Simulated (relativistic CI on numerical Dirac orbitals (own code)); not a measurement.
**d2 in a ligand field**

Computed with a parametric ligand-field model of a d^n configuration (Racah B and C, spin-orbit zeta, crystal field), exact diagonalisation.

Field parameters in Wybourne normalisation: Oh B⁴₀ = 21Dq, B⁴₄ = √(5/14) B⁴₀; Td as Oh with Dq negative (B⁴₀ = 21Dq, B⁴₄ = √(5/14) B⁴₀). The field is a parameter set, without covalency.

(1) A d2 ion in Oh symmetry has the ground term 3T1 and bands at 1T2 9465 cm⁻¹ (1056 nm), 1E 9700 cm⁻¹ (1031 nm), 3T2 10884 cm⁻¹ (919 nm), 1A1 19813 cm⁻¹ (505 nm), 3T1 19918 cm⁻¹ (502 nm), 3A2 22934 cm⁻¹ (436 nm). Which parameters reproduce them?

(2) Ground term and bands for B = 480, C = 1720, ζ = 0 cm⁻¹, Oh, 10Dq = 7750 cm⁻¹?

(3) A d2 ion in Oh symmetry has the ground term 3T1 and bands at 1T2 6377 cm⁻¹ (1568 nm), 1E 6439 cm⁻¹ (1553 nm), 1A1 14760 cm⁻¹ (677 nm), 3T2 19821 cm⁻¹ (505 nm), 3T1 25641 cm⁻¹ (390 nm), 3A2 40721 cm⁻¹ (246 nm). Which parameters reproduce them?

(4) Ground term and bands for B = 1040, C = 5320, ζ = 0 cm⁻¹, Oh, 10Dq = 6300 cm⁻¹?

(5) Ground term and bands for B = 910, C = 3460, ζ = 0 cm⁻¹, Td, 10Dq = -5850 cm⁻¹?

## Answers

(1) B = 680, C = 2490, ζ = 0 cm⁻¹, Oh, 10Dq = 12050 cm⁻¹.

(2) Ground term 3T1 with 0.05 electrons in the two orbitals of the cubic e set. Spin-allowed: 3T2 6962 cm⁻¹ (1436 nm), 3T1 13374 cm⁻¹ (748 nm), 3A2 14712 cm⁻¹ (680 nm). Lowest spin-forbidden: 1T2 6610 cm⁻¹ (1513 nm), 1E 6790 cm⁻¹ (1473 nm), 1A1 13687 cm⁻¹ (731 nm).

(3) B = 460, C = 1720, ζ = 0 cm⁻¹, Oh, 10Dq = 20900 cm⁻¹.

(4) Ground term 3T1 with 0.11 electrons in the two orbitals of the cubic e set. Spin-allowed: 3T2 5362 cm⁻¹ (1865 nm), 3A2 11662 cm⁻¹ (857 nm), 3T1 20025 cm⁻¹ (499 nm). Lowest spin-forbidden: 1T2 17232 cm⁻¹ (580 nm), 1E 18031 cm⁻¹ (555 nm), 1T2 26153 cm⁻¹ (382 nm).

(5) Ground term 3A2 with 2.00 electrons in the two orbitals of the cubic e set. Spin-allowed: 3T2 5850 cm⁻¹ (1709 nm), 3T1 10016 cm⁻¹ (998 nm), 3T1 21184 cm⁻¹ (472 nm). Lowest spin-forbidden: 1E 13456 cm⁻¹ (743 nm), 1T2 18808 cm⁻¹ (532 nm), 1A1 21419 cm⁻¹ (467 nm). With an A2 ground term the first spin-allowed band lies at |10Dq| itself.
